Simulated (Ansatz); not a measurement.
Consider the isomerisation: `F[SiH2][O][GeH3]` → `[OH][GeH]([F])[SiH3]`.

Gas-phase electronic energies from Ansatz, PBE0-D4/def2-TZVP geometries. CBS: MP2 limit from def2 TZ/QZ plus the TZ coupled-cluster correction, frozen cores. Functionals use def2-TZVPP. For Ge outer-core shells are correlated without core-valence functions, which leaves a few kJ/mol of doubt a bond. Scalar relativity is left out up to krypton. One conformer a species, not always the lowest.

```json
{"species": "`F[SiH2][O][GeH3]`", "PBE-D4 energy (Eh)": "-2544.13298"}
{"species": "`[OH][GeH]([F])[SiH3]`", "PBE-D4 energy (Eh)": "-2544.08055"}
```

Q: Work out ΔE.

A: ΔE = (-2544.08055) − (-2544.13298) = 0.05243 Eh = +137.7 kJ/mol. CCSD(T)/CBS gives +171.1 kJ/mol.

Largest T1 diagnostic among the species: 0.013.

In def2-TZVPP, CCSD(T) changes the Hartree–Fock value by −24.6 kJ/mol (the triples alone add −4.1 kJ/mol) and MP2 by −18.0 kJ/mol. From BLYP to BHLYP (50 % exact exchange), in def2-TZVPP and without D4, ΔE moves by +27.3 kJ/mol.
